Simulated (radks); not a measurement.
Question: These are the eigenvalues of the occupied orbitals of an atom or ion with whole-number occupations (eV). Method: scalar-relativistic Kohn-Sham, exchange-only B88, spin-polarised, spherical densities, finite nucleus; Fermi nuclear charge, rms radius of each element as measured or else 0.836 A^(1/3) + 0.57 fm; computed with a radial shooting solver on a logarithmic mesh with Libxc functionals.

| orbital | eigenvalue |
|---|---|
| 1s up | -35090.07 |
| 1s down | -35089.55 |
| 2s up | -6050.086 |
| 2s down | -6049.788 |
| 2p up | -5504.000 |
| 2p down | -5503.525 |
| 3s up | -1755.873 |
| 3s down | -1755.248 |
| 3p up | -1579.061 |
| 3p down | -1578.359 |
| 3d up | -1320.792 |
| 3d down | -1320.125 |
| 4s up | -773.4102 |
| 4s down | -769.3060 |
| 4p up | -709.2233 |

Which element is it, and in what charge state? The configuration may be excited. Open shells, if any, are filled with parallel spins first.

Answer: Z = 54, xenon, charge +23: Xe23+ in [Ar] 3d10 4s2 4p1. The list shows which subshells hold electrons but not how many an open one holds; the 1s level, -1289.5 hartree, gives Z - s = 50.8 by -(Z - s)^2/2, which with screening and relativity narrows Z to a few neighbours, and the depths of the outer levels then fix element, charge and occupations together.
